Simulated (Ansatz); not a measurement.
H6OSi2Te (SMILES [SiH3]O[Te][SiH3]), singlet, at a GFN2-xTB geometry (core potentials on Te); PBE/def2-SV(P) run with Ansatz (a quantum-chemistry and plane-wave program).

Input for Ansatz:
Ansatz 0.2 input:
```yaml
crystal:
  periodic: [false, false, false]
  atoms:
    - {symbol: Te, position_ang: [-0.50255667, -0.24865023, 0.68532056]}
    - {symbol: Si, position_ang: [-0.73140505, 2.05062384, -0.26078211]}
    - {symbol: H, position_ang: [-2.06243758, 2.49348420, 0.15369353]}
    - {symbol: H, position_ang: [-0.65032719, 2.01824098, -1.72165718]}
    - {symbol: H, position_ang: [0.27551490, 2.98166426, 0.25273776]}
    - {symbol: O, position_ang: [1.27319142, -0.40936666, -0.24469884]}
    - {symbol: Si, position_ang: [1.66182846, -1.14456190, -1.62449293]}
    - {symbol: H, position_ang: [1.39130982, -2.57984019, -1.54696875]}
    - {symbol: H, position_ang: [3.07696555, -0.80973655, -1.68407204]}
    - {symbol: H, position_ang: [0.89046222, -0.58393441, -2.73896139]}
basis:
  gaussian:
    orbitals: def2-SV_P_.json
hamiltonian:
  xc: pbe
```
The basis file holds def2-SV(P) in the JSON format of the Basis Set Exchange.

**Question.** Write the output that Ansatz gives for this input, abridged.

**Answer.** 
```
Functional definition: PBE
1155 factors; their error is unknown
mean field evaluation 1: about -25168.9593 eV, gradient 5.7e1 eV
mean field evaluation 2: about -25066.2203 eV, gradient 1.8e2 eV
mean field evaluation 4: about -25174.5657 eV, gradient 1.6e1 eV
mean field evaluation 8: about -25175.6230 eV, gradient 2.8e-1 eV
mean field evaluation 16: about -25175.5556 eV, gradient 6.6e-5 eV
mean field -25175.55557476 eV, -925.1846027681 hartree, gradient 6.6e-5 eV, S^2 0.000000; 0 other end points of the search recorded, 0 dependent functions left out
reference -25175.55561360 eV, -925.1846041953 hartree; 33, 33 occupied and 55, 55 virtual orbitals, 1155 factors
Total energy: -25175.55561360 eV, -925.1846041953 hartree
```
